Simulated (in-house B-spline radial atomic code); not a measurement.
# Binding energies in the caesium ion Cs⁴⁺

NIST's tabulated ground configuration is [Kr] 4d10 5s2 5p3; each binding energy is the energy of the ion with one electron taken from that subshell, relaxed, less that of the parent. Method: Dirac-Hartree-Fock, average of configuration, Fermi nucleus of rms radius 4.8041 fm. Calculated with a radial B-spline atomic code at the basis-set limit. Energies include first-order Breit, QED and recoil terms.

```tsv
subshell	X-ray name	binding energy (eV)	-ε (eV)	relaxation (eV)
1s	K	36036	36233.7	66.5
2s	L1	5774.2	5823.1	34.8
3s	M1	1272.9	1289.5	14.2
3d3/2	M4	792.4	809.0	15.9
3d5/2	M5	778.5	794.4	15.7
4s	N1	292.3	296.9	4.2
4d3/2	N4	129.3	132.6	3.3
4d5/2	N5	127	130.2	3.3
5s	O1	71.79	72.31	0.46
5p	O2,3	55.85	56.23	0.35
```

Relaxation = -ε minus the binding energy without Breit, QED and recoil terms.

What does it cost to remove both a 4d5/2 and a 5s electron?

214.69 eV, which is 15.89 eV more than the two single binding energies together.

What does it cost to remove both a 4d5/2 and a 5p electron?

197.51 eV, which is 14.64 eV more than the two single binding energies together.

What does it cost to remove two 1s electrons?

72987 eV, which is 914.9 eV more than the two single binding energies together.
